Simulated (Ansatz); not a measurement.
ClH₃S₂Si (`S[SiH](S)Cl`), charge 0, multiplicity 1.

Task: Give a relaxed structure at PBE0-D4/def2-TZVP (Ansatz). (Estimate.)

Result: The calculation gave: 
```xyz
7

S     0.895    1.205    1.351
Si    0.100   -0.074   -0.139
S    -1.969    0.382   -0.150
Cl    0.374   -2.073    0.253
H     2.129    1.186    0.817
H     0.783    0.166   -1.427
H    -2.312   -0.792   -0.706
```
